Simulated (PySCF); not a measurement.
# SMILES CC1=C(F)C=C(Cl)S1(=O)=O, C5H4ClFO2S

Geometry (Å), atoms numbered from 1 in this order:
```xyz
14

C    -2.053    0.409   -0.297
C    -0.609    0.266   -0.038
C     0.307    1.096    0.457
F     0.047    2.353    0.852
C     1.678    0.629    0.585
C     1.862   -0.625    0.176
Cl    3.249   -1.560    0.141
S     0.252   -1.282   -0.407
O     0.288   -1.525   -1.817
O    -0.201   -2.336    0.448
H    -2.248    0.238   -1.356
H    -2.598   -0.350    0.265
H    -2.406    1.399   -0.015
H     2.431    1.289    0.984
```

Level of theory: PySCF 2.14.0, GIAO KT3/pcSseg-1 magnetisability, rotational g tensor and spin-rotation constants, non-relativistic, gas phase. Geometry: GFN2-xTB.

What are the magnetisability and the molar susceptibility?

Isotropic -1420 × 10⁻³⁰ J/T², or -85.5 × 10⁻⁶ cm³/mol; principal values -1581, -1385, -1293 × 10⁻³⁰ J/T², anisotropy 254 × 10⁻³⁰ J/T² (root of half the summed squared differences of the principal values). The susceptibility is in cgs units.

Split it along the inertial axes a, b, c into diamagnetic and paramagnetic parts about the centre of mass, with the quadrupole moment.


```csv
axis,χ (10⁻⁶ cm³/mol),diamagnetic (10⁻⁶ cm³/mol),paramagnetic (10⁻⁶ cm³/mol),summed x² of all electrons (Å²),quadrupole Θ (D Å)
a,-83.2,-879.4,796.2,285.3,+9.58
b,-78.1,-1384.9,1306.8,166.1,-2.27
c,-95.2,-1915.0,1819.8,41.2,-7.30
```
Anisotropies 2χaa − χbb − χcc = +7.0 and 2χbb − χaa − χcc = +22.1 × 10⁻⁶ cm³/mol. Θ is traceless in Buckingham's convention.

And the rotational g tensor?


| axis | rotational constant (GHz) | g | nuclear part | electronic part |
| --- | --- | --- | --- | --- |
| a | 1.4703 | -0.0315 | 0.5185 | -0.5500 |
| b | 0.8742 | -0.0179 | 0.5188 | -0.5367 |
| c | 0.6146 | -0.0068 | 0.5186 | -0.5254 |

Asymmetric top; isotopes 12C, 35Cl, 19F, 1H, 16O, 32S; no vibrational averaging.
